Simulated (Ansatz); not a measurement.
A nudged elastic band was laid between two geometries of CH₄CdS₂ (8 atoms, charge 0, multiplicity 1).

These are results of Ansatz 0.2.0, RKS PBE0/def2-mTZVP, not measurements.

| Item | Value |
| --- | --- |
| movable images | 7 |
| climbing image | yes |
| spring | 5.0 eV/Å² |
| optimiser | quadratic models (default) |
| start path | through a guess of the saddle point |
| force threshold | 0.05 eV/Å |
| iteration limit | 60 |
| end points | relaxed |

Initial state:

```xyz
8
Properties=species:S:1:pos:R:3
C -0.801 1.557 0.525
S -1.602 0.015 -0.067
Cd 0.223 -1.309 -0.734
S 2.017 -2.660 -1.444
H -0.249 2.062 -0.266
H -1.608 2.213 0.850
H -0.145 1.378 1.375
H 2.165 -3.257 -0.238
```

Final state:

```xyz
8
Properties=species:S:1:pos:R:3
C -0.797 1.562 0.500
S -1.603 0.043 -0.141
Cd 0.178 -1.487 -0.259
S 1.932 -3.056 -0.361
H -0.039 1.943 -0.182
H -1.584 2.311 0.587
H -0.362 1.412 1.487
H 2.274 -2.728 -1.630
```

Q: What changes between the two ends?

A: No bond is made or broken.  The two ends are copies of one structure, up to a mirror image or an exchange of like atoms.

Q: Give the energies along the band, and the barrier.

A: The run converged. The highest image is number 4 of 0 to 8, 0.029 eV above the ends, which have the same energy within 2 meV. A vibrational analysis at the climbing image gives one clearly imaginary mode, 87i cm⁻¹: a first-order saddle point.

```
image  path coordinate (Å)  energy (eV)
    0                 0.00        0.000
    1                 0.40        0.004
    2                 0.80        0.015
    3                 1.20        0.026
    4                 1.60        0.029
    5                 1.96        0.024
    6                 2.32        0.013
    7                 2.68        0.003
    8                 3.04        0.000
```

Q: What is the geometry of the highest image?

A: 
```xyz
8
Properties=species:S:1:pos:R:3
C -0.897 1.570 0.548
S -1.462 0.060 -0.328
Cd 0.500 -1.236 -0.460
S 2.449 -2.558 -0.599
H -0.149 2.119 -0.021
H -1.774 2.207 0.664
H -0.513 1.350 1.543
H 1.846 -3.513 -1.346
```

Run time: 5.6 min on 2 threads of AMD EPYC 9R14 (Zen 4) (shared host), peak memory 0.27 GiB.
